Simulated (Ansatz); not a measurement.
Reaction (ligand exchange at a Zn–S bond): `C[S][ZnH]` + `C[SiH2]N` → `C[SiH2][NH][ZnH]` + CH₃SH

Gas-phase electronic energies from Ansatz, PBE0-D4/def2-TZVP geometries. CCSD(T)/CBS is the MP2 limit (def2-TZVPP, def2-QZVPP) plus CCSD(T) − MP2 in def2-TZVPP, frozen cores. This one scheme is used for every species. Functionals use def2-TZVPP. For Zn outer-core shells are correlated without core-valence functions, which leaves a few kJ/mol of doubt a bond. Scalar relativity is left out up to krypton. One conformer a species, not always the lowest.

| level | ΔE (eV) |
| --- | --- |
| r2SCAN0-D4 | 0.51 |
| CAM-B3LYP-D4 | 0.44 |
| B2PLYP | 0.46 |
| revPBE | 0.55 |
| r2SCAN | 0.49 |
| BHLYP | 0.53 |
| CAM-B3LYP | 0.47 |
| SCS-MP2/def2-TZVPP | 0.38 |

Problem. What does CCSD(T)/CBS give? (Best estimate.)

Solution. Ansatz gave: +0.46 eV. The listed levels differ from it by 0.05, -0.02, 0.00, 0.09, 0.03, 0.07, 0.01, -0.08 eV.

Problem. What do rigid-rotor, harmonic-oscillator terms from PBE0-D4/def2-TZVP frequencies (298.15 K, 1 bar) make of the CCSD(T)/CBS value? (An estimate is asked.)

Solution. The calculation gave: ΔZPE = -0.06 eV, ΔH = +0.39 eV, ΔS = -8 J/(mol·K), ΔG = +0.41 eV.

Largest T1 diagnostic among the species: 0.014.

Leaving LDA and LC-ωPBE aside and taking each functional with its dispersion term where it has one, the values, not all of them listed here, spread over 0.08 eV, from CAM-B3LYP-D4 to HSE06-D4. LDA lies −0.07 eV from PBE without D4. At CCSD(T), def2-SVP lies −0.15 eV from the extrapolated value and def2-TZVPP −0.07 eV. The D4 term adds −0.04 eV with B3LYP and −0.02 eV with PBE0; it sums over pairs of atoms, weighted by their polarisabilities, and B3LYP, whose exchange is more repulsive, gets the larger term.

B3LYP here is the variant with VWN-RPA as its local correlation; programs differ in this.
